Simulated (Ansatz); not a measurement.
The cluster Si3Au⁺. Charge 1, multiplicity 1. Geometry r2SCAN-D4/def2-SVP; atoms count from 1.

```xyz
4

Au    0.772    0.082   -1.316
Si   -0.965    1.498   -0.062
Si    0.406    0.183    1.196
Si   -0.213   -1.763    0.182
```

In the def2 sets Au takes a core potential; there is no spin–orbit coupling. The restricted singlet is unstable towards broken spin symmetry in Hartree–Fock (as tested in another run); at PBE0-D4/def2-TZVP this wasn't settled. No other spin state of charge 1 was run. Another isomer (singlet) lies 0.04 eV lower at PBE0-D4/def2-TZVP; other spin states weren't run for this one.

Question: Estimate the Mulliken populations from the PBE0/def2-TZVP orbitals of Ansatz.

Answer: 
```tsv
atom	charge (e)	d electrons
Au1	0.63	9.51
Si2	0.17	–
Si3	0.02	–
Si4	0.18	–
```
Mulliken values and Mayer orders depend strongly on the basis.

Question: And the Mayer bond orders between bonded heavy atoms (over 0.3)?

Answer: Au1–Si2 0.54 (2.57 Å); Au1–Si3 0.56 (2.54 Å); Au1–Si4 0.53 (2.57 Å); Si2–Si3 1.32 (2.28 Å); Si3–Si4 1.32 (2.28 Å). Values over 0.3 also appear between atoms too far apart for a bond (Si2–Si4 0.57 at 3.36 Å); they arise where an orbital or an unpaired electron spreads over both atoms.
